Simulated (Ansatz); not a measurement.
Geometry optimisation, RKS revPBE-D4/def2-SVP in Ansatz.

Input:

```yaml
crystal:
  periodic: [false, false, false]
  atoms:
    - { symbol: B, position_ang: [0.0, 0.0, 0.0] }
    - { symbol: F, position_ang: [0.0, 0.0, 1.67] }
    - { symbol: F, position_ang: [1.1431, 0.0, -0.66] }
    - { symbol: F, position_ang: [-1.1431, 0.0, -0.66] }
    - { symbol: O, position_ang: [0.0715, -1.6212, 0.5392] }
    - { symbol: H, position_ang: [-0.475, -2.2058, -0.077] }
    - { symbol: H, position_ang: [0.0453, -1.0266, 1.5024] }
basis:
  gaussian: { orbitals: def2-SVP }
hamiltonian:
  xc: revpbe
  dispersion: d4
relax:
  f_tol: 0.15
  max_steps: 25
  restrain:
    - { distance: [0, 4], at: 1.41, k: 30.0 }
    - { distance: [6, 1], at: 0.92, k: 30.0 }
    - { distance: [0, 1], at: 2.52, k: 30.0 }
    - { distance: [6, 4], at: 2.21, k: 30.0 }
```

Run as:

```bash
$ ansatz run input.yaml --threads 1 --pin off --max-ram 2048MiB --backend cpu --events-out ev --progress --plain --runs-dir out
```

Question: Where does it end, and by what steps?

Answer: It converged. The restraints hold the end off the free minimum. After 6 steps the energy has fallen by 2.394 eV (the restraints' own energy left out); B1 moved furthest, 0.62 Å.

```csv
step,energy less start (eV),largest force component (eV/Å),accepted
0,0.0000,6.549,yes
1,-1.1590,5.449,yes
2,-1.8251,4.075,yes
3,-2.2160,1.604,yes
4,-2.3716,0.796,yes
5,-2.3903,0.636,yes
6,-2.3937,0.587,yes
```

```xyz
7
Properties=species:S:1:pos:R:3
B 0.044 -0.460 -0.413
F -0.133 0.057 2.048
F 1.158 0.258 -0.539
F -1.127 0.049 -0.819
O 0.149 -1.775 0.028
H -0.726 -2.204 0.015
H 0.276 -0.779 1.995
```

Time of the run: 16 s on 1 thread of Intel(R) Xeon(R) Platinum 8259CL CPU @ 2.50GHz (Skylake/Cascade Lake) (shared host), peak memory 0.16 GiB.
